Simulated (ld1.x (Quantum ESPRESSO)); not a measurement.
**neon, TM semilocal: configuration errors across variants**

- Element: Ne
- Generator: ld1.x (Quantum ESPRESSO) 7.5
- Type: norm-conserving Troullier–Martins (semilocal form)
- Functional: LDA (PZ)
- Relativity: scalar-relativistic
- Frozen core: [He]
- Valence charge: 8
- Reference configuration: 2s2 2p6
- Partial waves: 2s (bound): rc 0.60 bohr; 2p (bound): rc 0.90 bohr
- Local potential: the p channel
- Core correction: none

All-electron excitation energies from the reference (eV): (1) 2s2 2p5 22.653; (2) 2s2 2p4 66.055; (3) 2s2 2p3 133.579; (4) 2s1 2p6 45.561; (5) 2s2 2p5.5 8.962; (6) 2s2 2p2 228.267; (7) 2s2 2p5 spin 22.180; (8) 2s2 2p4 spin 63.803.

Spin tests fill each open shell by Hund’s rule, majority spin first.

In the semilocal form every listed channel keeps its own potential, so the choice of the local channel does not act on these tests. It acts once the file is put into the separable form.

A semilocal file is local in each channel, so a ghost entry of none says nothing of the separable form that plane-wave codes build from it.

1 further variants failed, have other tests or another functional or relativity, and are left out.

Errors AE − PS in meV (a dash: test not solved or not reliable):

| change | (1) | (2) | (3) | (4) | (5) | (6) | (7) | (8) | bound ghosts |
| --- | --- | --- | --- | --- | --- | --- | --- | --- | --- |
| base | -5.2 | +0.3 | +90 | +0.3 | -2.0 | +430 | +33 | +198 | none |
| core correction a·sin(br)/r model core inside 0.58 bohr | -5.4 | -0.9 | +85 | +0.1 | -2.0 | +414 | +29 | +179 | none |
| wave 2p (bound): rc 0.90 bohr becomes 2p (bound): rc 1.40 bohr | -14 | +103 | +797 | -137 | -6.4 | +2790 | -6.1 | +122 | none |
| wave 2s (bound): rc 0.60 bohr becomes 2s (bound): rc 0.86 bohr | -2.4 | +19 | +155 | -0.1 | -1.4 | +592 | +35 | +214 | none |
| local potential the s channel | -5.2 | +0.2 | +90 | +0.3 | -2.0 | +429 | +33 | +198 | none |
| all radii scaled by about 1.36 (s 0.82, p 1.22 bohr) | -10 | +41 | +416 | -60 | -4.2 | +1586 | +12 | +144 | none |

Give the same row for: type ultrasoft, which also changes the form from semilocal to separable; waves now 2s (bound): rcut 0.50, rcutus 0.60 bohr; 2s channel at -1.7 Ry: rcut 0.50, rcutus 0.60 bohr; 2p (bound): rcut 0.80, rcutus 0.90 bohr; 2p channel at -0.2 Ry: rcut 0.80, rcutus 0.90 bohr; local potential all-electron potential smoothed inside 0.90 bohr (lloc = -2); augmentation PSQ, inside the norm-conserving radii.

-4.6, -25, -78, +12, -1.3, -169, +41, +218; bound ghosts: none.
